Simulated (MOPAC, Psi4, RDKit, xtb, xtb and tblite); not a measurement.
Two geometries of SMILES C#CC[SiH2]OC, singlet, relaxed at GFN2-xTB with one dihedral held; other torsions can differ between them too.

Structure A

```
14

C     -3.5110     0.1088    -0.7480
C     -2.4965    -0.2763    -0.2423
C     -1.2708    -0.7394     0.3582
Si     0.2027     0.4182     0.0208
O     -0.4110     1.8898     0.2936
C      0.2173     3.1296     0.1915
H     -4.4042     0.4453    -1.1820
H     -1.0314    -1.7306    -0.0295
H     -1.4289    -0.8415     1.4339
H      1.3117     0.1076     0.9333
H      0.6873     0.2907    -1.3589
H      1.0640     3.1949     0.8794
H     -0.5125     3.8994     0.4442
H      0.5822     3.2985    -0.8243
```

Structure B

```
14

C     -3.4915     0.1606    -0.7381
C     -2.4853    -0.2526    -0.2381
C     -1.2657    -0.7398     0.3562
Si     0.2114     0.4118     0.0194
O     -0.0700     1.6525     1.0222
C      0.6663     2.8268     1.1725
H     -4.3798     0.5136    -1.1695
H     -1.0438    -1.7257    -0.0552
H     -1.4197    -0.8554     1.4306
H      1.4736    -0.2625     0.3550
H      0.2656     0.8394    -1.3820
H      1.6896     2.6062     1.4862
H      0.1792     3.4360     1.9346
H      0.7039     3.3854     0.2345
```

### Question
Which is lower in energy at the level Psi4 with B3LYP-D3(BJ)/def2-TZVP // GFN2-xTB, and by how much?

### Answer
B is lower, by 1.95 kJ/mol (dihedral C2–C3–Si4–O5: 45° in A, 75° in B).

E(B) − E(A) in kJ/mol at the other levels, on the same two geometries: GFN2-xTB (xtb and tblite) -1.38; MMFF94 // GFN2-xTB (RDKit) -2.81; B3LYP/def2-TZVP // GFN2-xTB (Psi4) -2.25; PBE/def2-TZVP // GFN2-xTB (Psi4) -2.08; PBE-D3(BJ)/def2-TZVP // GFN2-xTB (Psi4) -1.89; UFF // GFN2-xTB (RDKit) -3.65; PM6, restricted, heats of formation // GFN2-xTB (MOPAC) -1.54; PM7, restricted, heats of formation // GFN2-xTB (MOPAC) -2.46; GFN1-xTB // GFN2-xTB (xtb) -0.39.
